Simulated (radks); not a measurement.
Problem. The table gives one normalised radial function P(r) = r R(r) of Nb in [Kr] 4d4 5s1 (r in bohr). Calculated with a radial shooting solver on a logarithmic mesh with Libxc functionals: scalar-relativistic Kohn-Sham, SCAN, spin-unpolarised, spherical densities, finite nucleus; meta-GGA in the generalised Kohn-Sham scheme; Fermi nuclear charge, rms radius 4.324 fm.

| r | P |
|---|---|
| 0.001895 | 0.0013 |
| 0.002548 | 0.0023 |
| 0.003399 | 0.0039 |
| 0.004569 | 0.0066 |
| 0.006094 | 0.0110 |
| 0.008194 | 0.0186 |
| 0.01102 | 0.0311 |
| 0.01469 | 0.0503 |
| 0.01975 | 0.0804 |
| 0.02635 | 0.1226 |
| 0.03542 | 0.1803 |
| 0.04763 | 0.2474 |
| 0.06352 | 0.3049 |
| 0.0854 | 0.3224 |
| 0.1139 | 0.2549 |
| 0.1531 | 0.0655 |
| 0.2059 | -0.2182 |
| 0.2746 | -0.4583 |
| 0.3692 | -0.4787 |
| 0.4924 | -0.1691 |
| 0.6621 | 0.3822 |
| 0.8901 | 0.8596 |
| 1.187 | 0.9856 |
| 1.596 | 0.7531 |
| 2.129 | 0.4068 |
| 2.862 | 0.1474 |
| 3.848 | 0.0345 |
| 5.133 | 0.0050 |
| 6.901 | 0.0003 |
| 9.204 | 0.0000 |
| 12.37 | 0.0000 |

Which n and l does it have? It may be an empty orbital.

Solution. n = 4, l = 1: the number of nodes gives n - l - 1 = 2, the rise at small r (about r^(l+1), flatter next to the nucleus through relativity) gives l, and the extent must fit the shell. The curve is that of 4p. 4p: eigenvalue -35.698 eV, 2 radial nodes at r = 0.165, 0.544 bohr, <r> = 1.30 bohr, 90 % of the charge inside 1.94 bohr.
